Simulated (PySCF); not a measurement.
**TDDFT excited states: C4H7F3**

Compound: C₄H₇F₃.
Structure used (PBE0-D3(BJ)/def2-SVP), in Å, numbered top down from 1:
```xyz
14
C4H7F3 angstrom
C     -0.1559   -1.1691   -0.8782
C     -0.1340   -0.2115    0.3050
C     -1.1065    0.9384    0.1272
F     -0.7738    1.6638   -0.9954
C      1.2641    0.3174    0.5604
F      2.1182   -0.7079    0.7830
F      1.2677    1.0976    1.6687
H      0.0841   -0.6370   -1.8110
H      0.5714   -1.9807   -0.7420
H     -1.1539   -1.6165   -0.9950
H     -0.4209   -0.7450    1.2288
H     -1.0805    1.6133    0.9975
H     -2.1327    0.5541    0.0018
H      1.6509    0.9164   -0.2823
```

The calculation used TDDFT B3LYP/def2-SVPD, vertical, gas phase, core orbitals frozen in the response in PySCF.

```tsv
state	λ (nm)	E (eV)	f	main configurations (H = HOMO, L = LUMO)
S1	143.7	8.63	0.016	H→L (96%)
S2	138.6	8.94	0.015	H-1→L (95%)
S3	138.0	8.98	0.012	H→L+1 (94%)
S4	134.7	9.21	0.0011	H→L+2 (59%), H-2→L (30%)
S5	133.4	9.30	0.0050	H-2→L (57%), H→L+2 (34%)
S6	132.3	9.37	0.0052	H-1→L+1 (88%)
```

The lowest singlet comes at 144 nm (833 kJ/mol) in the vacuum ultraviolet; it is weak; its leading configuration is HOMO→LUMO (96%). The largest oscillator strength of a single state is 0.016. Löwdin shares by element: HOMO carbon 33% or more, fluorine 30% or more (atoms not listed hold the other 38%); LUMO carbon 34% or more, hydrogen 20% or more (atoms not listed hold the other 46%). The oscillator strengths of these states sum to 0.055; summed over the whole spectrum of an exact calculation they would give the number of electrons, 58 (Thomas–Reiche–Kuhn). Orbital energies (eV): HOMO-3 -10.61, HOMO-2 -9.90, HOMO-1 -9.61, HOMO -9.18, LUMO 0.35, LUMO+1 0.78, LUMO+2 0.99. The listed states span 0.74 eV, and the widest gap between neighbours is 0.31 eV (S1 to S2). The window holds the lowest 6 singlets.

One conformer stands for the species.
